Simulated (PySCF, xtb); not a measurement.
C3H9GeN, SMILES [CH2]1[GeH]([CH3])[CH2]N1.

Harmonic wavenumbers (cm⁻¹) from GFN2-xTB (xtb) at its own minimum, in rising order: 93, 118, 134, 178, 372, 464, 527, 544, 561, 671, 685, 759, 762, 792, 848, 955, 1065, 1088, 1169, 1177, 1212, 1300, 1367, 1449, 1456, 1458, 1459, 1690, 2929, 2933, 2969, 2970, 3016, 3022, 3023, 3368.

Problem. What does PBE0-D3(BJ)/def2-SVP (PySCF) give at its own minimum? (Estimate from the structure and the level; the computed values follow.)

Solution. 114, 121, 165, 223, 410, 565, 565, 583, 614, 638, 781, 815, 816, 840, 855, 1002, 1111, 1131, 1162, 1170, 1230, 1252, 1405, 1432, 1433, 1461, 1490, 2139, 2976, 2984, 3065, 3101, 3102, 3173, 3180, 3552. Paired by order, the mean absolute difference is 65 cm⁻¹ and the zero-point energies are 69.5 and 72.4 kcal/mol.
